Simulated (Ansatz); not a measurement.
Saddle point of SiH$_{4}$Cl$_{2}$F$_{2}$, closed shell (SiH₂Cl₂ ([Cl][SiH2][Cl]) + HF + HF → SiHCl₂F ([F][SiH]([Cl])[Cl]) + HF + H₂; bonds formed: Si1–F7, H2–H8, H6–F9; bonds broken: Si1–H2, H6–F7, H8–F9), PBE0-D4/def2-TZVP structure:

```json
{"atom": "Si1", "x (Å)": "-0.6249", "y (Å)": "0.3130", "z (Å)": "-0.5832"}
{"atom": "H2", "x (Å)": "-0.5034", "y (Å)": "-0.3600", "z (Å)": "0.9060"}
{"atom": "Cl3", "x (Å)": "-0.1514", "y (Å)": "-1.1283", "z (Å)": "-1.9405"}
{"atom": "Cl4", "x (Å)": "-2.6641", "y (Å)": "-0.0175", "z (Å)": "-0.2213"}
{"atom": "H5", "x (Å)": "-0.7428", "y (Å)": "1.7048", "z (Å)": "-1.0327"}
{"atom": "H6", "x (Å)": "1.6046", "y (Å)": "0.0379", "z (Å)": "0.5646"}
{"atom": "F7", "x (Å)": "1.1444", "y (Å)": "0.7491", "z (Å)": "-0.2758"}
{"atom": "H8", "x (Å)": "0.3798", "y (Å)": "-0.6157", "z (Å)": "1.1984"}
{"atom": "F9", "x (Å)": "1.5576", "y (Å)": "-0.6833", "z (Å)": "1.3845"}
```

Energies are electronic, without zero-point energy. Barriers and step energies count from the start structure reached by relaxing down the imaginary mode; all methods use the PBE0-D4 structures, on which another method's saddle can fall below an end. Ansatz 0.2.0; basis: def2-TZVPP, with def2-QZVPP for the basis limit; cores frozen in the correlated methods. B3LYP uses VWN-RPA correlation. Extrapolation: Hartree–Fock as exp(−7.88 √X), correlation as X^−2.97.

```tsv
method	barrier (eV)	step energy (eV)
SPW92	0.568	-0.670
PBE-D4	1.064	-0.856
BLYP-D4	1.249	-0.963
r2SCAN-D4	1.132	-0.999
B97M-V	1.345	-1.053
PBE0-D4	1.303	-0.879
B3LYP-D4	1.410	-0.967
r2SCAN0-D4	1.329	-0.981
BHLYP-D4	1.673	-0.997
CAM-B3LYP-D4	?	-0.964
wB97X-V	?	-0.963
wB97M-V	1.407	-0.971
B2PLYP	1.486	-0.997
PBE-QIDH	1.461	-0.943
RPA on PBE	?	-0.997
HF	2.386	-1.118
MP2	1.484	-1.020
CCSD	1.703	-0.993
CCSD(T)	1.562	-0.985
```

(1) Fill in the withheld barriers. (An estimate is asked for; the value comes from the calculation.)

No T1 diagnostic of these runs exceeds 0.011.

Results:

(1) The calculation gives: RPA on PBE 1.528; CAM-B3LYP-D4 1.396; wB97X-V 1.445 eV. Each is the energy of the saddle less that of the start structure, by the same method.

For comparison, the barrier by CCSD(T) at an estimated basis limit (MP2 extrapolated from triple and quadruple zeta, plus CCSD(T) − MP2 in triple zeta) is 1.569 eV.

Labels in which every atom is bracketed show which atoms are joined, not bond orders.

For scale, one of the runs: CCSD(T)/def2-TZVPP, 244 basis functions, launched by `ansatz run in.yaml --threads 8 --pin off --events-out ev --progress --plain --max-ram 19148MiB`. Time: 98 s of wall clock on 8 CPU threads of an Arm Neoverse V1; the host was shared. Peak host memory: 4.8 GiB.
